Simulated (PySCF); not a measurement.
Fill in the blanks.

Compound: C₇H₁₁ (doublet state).
Numbering: `[CH3:1][CH:2][C:3]#[C:4][CH:5]([CH3:6])[CH3:7]` (hydrogens: H8, H9, H10 on C1; H11 on C2; H12 on C5; H13, H14, H15 on C6; H16, H17, H18 on C7)

```csv
property,level,value
point group of the GFN2-xTB geometry,GFN2-xTB,C1
"rotational constants A, B, C of the GFN2-xTB geometry",GFN2-xTB,?
isotropic g value,"unrestricted B3LYP/pcH-1, mean-field spin–orbit",?
spin squared ⟨S²⟩,unrestricted B3LYP/pcH-1,?
largest isotropic hyperfine couplings (means over sets of like nuclei),unrestricted B3LYP/pcH-1,?
```

Electronic properties: PySCF, gas phase, density fitting. Geometry: GFN2-xTB; no solvent or vibrations. Hyperfine couplings depend on the geometry, which wasn't re-optimised at a DFT level. Couplings of like nuclei are plain means over topologically equivalent atoms, as if these changed places fast (by rotation of a methyl-like group, say); in this geometry the members of some sets differ.

Question: Give the spin squared ⟨S²⟩.

Answer: 0.767.

Question: Give the rotational constants A, B, C of the GFN2-xTB geometry.

Answer: 5.953, 1.104, 1.017 GHz.

Question: What is the isotropic g value?

Answer: 2.00269.

Question: What are the largest isotropic hyperfine couplings (means over sets of like nuclei)?

Answer: 13C +65.4 (C2), 13C -64.2 (C3), 1H +56.0 (H8/H9/H10), 1H -51.2 (H11), 13C +44.2 (C4) MHz.

⟨S²⟩ is 0.017 above the pure-spin value S(S + 1) = 0.75. With B = h/(8π²I), that is 505.379 GHz u Å² over I, the principal moments of inertia are 84.9, 458.0 and 497.1 u Å² (most abundant isotopes); the inertial defect Ic − Ia − Ib is -45.8 u Å² (zero for a rigid planar frame, negative otherwise). The rotational constants make it an asymmetric top with κ = (2B − A − C)/(A − C) = -0.96, nearer the prolate limit (−1). g_iso is shifted by about +370 ppm from the free-electron value 2.002319.

For the EPR job (B3LYP), on one thread, Arm Neoverse V2 (aarch64), shared host with 96 logical CPUs at a one-minute load of 60, this took 69 s wall (with the writing of density and orbital grids) and 1.1 GiB of memory at its peak.
